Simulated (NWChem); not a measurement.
System: isocyanic acid (CHNO); SMILES N=C=O

Computed with NWChem. Pople sets run with spherical d functions. All runs use the structure optimised with B3LYP/6-31G* (spherical d). Level: PBE/6-31G* with COSMO at NWChem's default radii, gas-phase geometry; rows give the dielectric constant.

```
dielectric constant  electrostatic solvation energy (kcal/mol)  dipole in solution (D)
-------------------  -----------------------------------------  ----------------------
2.4                                                       -2.6                    2.39
3.9                                                       -3.3                    2.47
11.7                                                      -4.2                    2.56
20.7                                                      -4.4                    2.58
37.5                                                      -4.5                    2.59
```
